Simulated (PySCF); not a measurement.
Predicted microwave data (PBE0/pcSseg-1 in PySCF (dipole) on a GFN2-xTB geometry, gas phase) for one isomer of C9H9N:

- Rotational constants: A = 2777, B = 1182, C = 1158 MHz
- Dipole components: |μa| = 0.05 D, |μb| = 1.27 D, |μc| = 0.35 D
- Inertial defect: -173.07 u·Å²
- κ: -0.97

Question: Which candidate fits, each taken in the one conformer that was computed?
A. `[CH2:1]=[N:2][C:3]1=[CH:4][C@H:5]2[CH:6]=[CH:7][C@@H:8]1[CH:9]=[CH:10]2` with C1–N2–C3–C4 45°
B. `CC#Cc1ccccc1N`
C. `[H]\[N:1]=[CH:2]/[C:3]1=[CH:4]/[CH:5]=[CH:6]\[CH:7]=[CH:8]/[CH:9]=[CH:10]\1` with N1–C2–C3–C4 174°, C3–C4–C5–C6 57°, C5–C6–C7–C8 -59°, C7–C8–C9–C10 59°, C2–C3–C10–C9 119°
D. `[CH3:1][C:2]1=[CH:3][CH2:4][CH:5]=[CH:6][CH:7]=[C:8]1[C:9]#[N:10]` with C2–C3–C4–C5 -71°, C3–C4–C5–C6 71°, C5–C6–C7–C8 -35°, C1–C2–C8–C7 -142°

Answer: A. It is C=NC1=C[C@H]2C=C[C@@H]1C=C2, a near-prolate asymmetric top, point group C1. The candidates at the same level (rigid rotor, commonest isotopes):

```csv
SMILES,A (MHz),B (MHz),C (MHz),μa (D),μb (D),μc (D),Δ (u·Å²),point group,rotor
CC1=CCC=CC=C1C#N,2293,1158,861.2,4.52,1.05,0.85,-69.84,C1,asymmetric top
[H]\N=C/C1=C/C=C\C=C/C=C\1,2417,1110,871.2,2.98,0.11,0.69,-84.12,C1,asymmetric top
CC#Cc1ccccc1N,2904,834.8,651.3,1.18,1.40,0.82,-3.50,–,asymmetric top
C=NC1=C[C@H]2C=C[C@@H]1C=C2,2777,1182,1158,0.05,1.27,0.35,-173.07,C1,near-prolate asymmetric top
```

`CC#Cc1ccccc1N` has C 44 % too low; `[H]\N=C/C1=C/C=C\C=C/C=C\1` has C 25 % too low; `CC1=CCC=CC=C1C#N` has C 26 % too low. No structure here is proved a minimum.
